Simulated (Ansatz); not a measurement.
Process, species as SMILES: C[N](C)[GeH3] [N-germyl-N-methylmethanamine] → C[N][GeH3] + [CH3] (CH3) (the C-N bond at the site shown breaks; other sites are not compared here)
Structures are relaxed separately at B3LYP-D3(BJ)/def2-TZVP in Ansatz (an electronic-structure program).
Geometry of the first species:
```xyz
13

C     -1.9318    -0.4455    -0.1103
N     -0.7558     0.1895     0.4568
C     -0.9414     1.6131     0.6741
Ge     0.8845    -0.3433    -0.2158
H     -2.2126    -0.0458    -1.0986
H     -1.7721    -1.5201    -0.2138
H     -2.7895    -0.3004     0.5556
H     -0.0567     2.0453     1.1448
H     -1.7894     1.7782     1.3477
H     -1.1439     2.1754    -0.2522
H      0.9189    -1.8787    -0.1508
H      1.9632     0.2918     0.6763
H      1.1072     0.1089    -1.6837
```
Charge 0, spin multiplicity 1.

Quantity: bond dissociation energy (electronic energy difference), in eV. Correlated levels leave the core frozen unless marked. Open shells are spin-unrestricted. Spin-orbit coupling is left out. The frozen core is the preceding noble-gas configuration, with the filled d and f shells of earlier blocks. No relativistic terms. Basis-set limits of correlation are two-point, X^-3; Hartree-Fock from the larger set. The bracket is a focal-point correction in the basis named.

```tsv
level	program	bond dissociation energy (eV)	minus last row
HF/aug-cc-pVDZ	Ansatz	2.29	-1.58
HF/aug-cc-pVQZ	Ansatz	2.31	-1.56
PBE/def2-TZVPD	Ansatz	3.67	-0.20
B97M-V/def2-TZVPD	Ansatz	3.63	-0.24
B3LYP-D4/def2-TZVPD	Ansatz + dftd4	3.60	-0.27
B3LYP/def2-TZVPD	Ansatz	3.44	-0.43
BHLYP/def2-TZVPD	Ansatz	3.38	-0.49
r2SCAN0/def2-TZVPD	Ansatz	3.42	-0.45
CAM-B3LYP-D3(BJ)/def2-TZVPD	Ansatz + dftd3	3.68	-0.19
CAM-B3LYP-D4/def2-TZVPD	Ansatz + dftd4	3.69	-0.18
RPA@PBE/cc-pVTZ	Ansatz	3.70	-0.17
MP2/6-31G*	Ansatz	4.00	0.13
MP2/cc-pVQZ	Ansatz	4.20	0.33
MP2/CBS(cc-pVTZ,cc-pVQZ)	Ansatz	4.25	0.38
SCS-MP2/6-31G	Ansatz	3.58	-0.29
CCSD/aug-cc-pVDZ	Ansatz	3.56	-0.31
CCSD/cc-pVTZ	Ansatz	3.66	-0.21
CCSD/aug-cc-pVQZ	Ansatz	3.71	-0.16
CCSD/CBS(cc-pVTZ,cc-pVQZ)	Ansatz	3.74	-0.13
RI-MP2/CBS(aug-cc-pVTZ,aug-cc-pVQZ)+[CCSD(T)-MP2]/aug-cc-pVDZ	Ansatz	3.88	0.01
CCSD(T)/CBS(aug-cc-pVTZ,aug-cc-pVQZ)	Ansatz	3.87	0.00
```
